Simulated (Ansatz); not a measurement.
`B[CH](O)[GeH3]` → `[BH2][GeH2][O]C`  (isomerisation)

Calculated with Ansatz (gas phase, PBE0-D4/def2-TZVP geometries, no zero-point term in ΔE). CBS: MP2 limit from def2 TZ/QZ plus the TZ coupled-cluster correction, frozen cores. Functionals use def2-TZVPP. B3LYP here is the variant with VWN-RPA as its local correlation; programs differ in this. For Ge outer-core shells are correlated without core-valence functions, which leaves a few kJ/mol of doubt a bond. Scalar relativity is left out up to krypton. Each species was taken in one conformer, which may not be the lowest.

Is it downhill or uphill in electronic energy at CCSD(T)/CBS, and by how much? (Estimate.)

Ansatz gave: Downhill: ΔE = -14.5 kJ/mol.

What do these levels give: PBE0-D4, ωB97M-V, PBE0, B3LYP, MP2/def2-TZVPP, HF/CBS(def2)? (Estimate.)

The calculation gave: PBE0-D4 0.5, ωB97M-V -6.7, PBE0 -1.3, B3LYP -16.4, MP2/def2-TZVPP -11.3, HF/CBS(def2) -59.0 kJ/mol.

Largest T1 diagnostic among the species: 0.013.

In def2-TZVPP, CCSD(T) changes the Hartree–Fock value by +43.2 kJ/mol (the triples alone add +7.5 kJ/mol) and MP2 by +47.2 kJ/mol. The D4 term adds +3.6 kJ/mol with B3LYP and +1.8 kJ/mol with PBE0; it sums over pairs of atoms, weighted by their polarisabilities, and B3LYP, whose exchange is more repulsive, gets the larger term. From PBE to PBE0 (25 % exact exchange), in def2-TZVPP and without D4, ΔE moves by −9.1 kJ/mol.
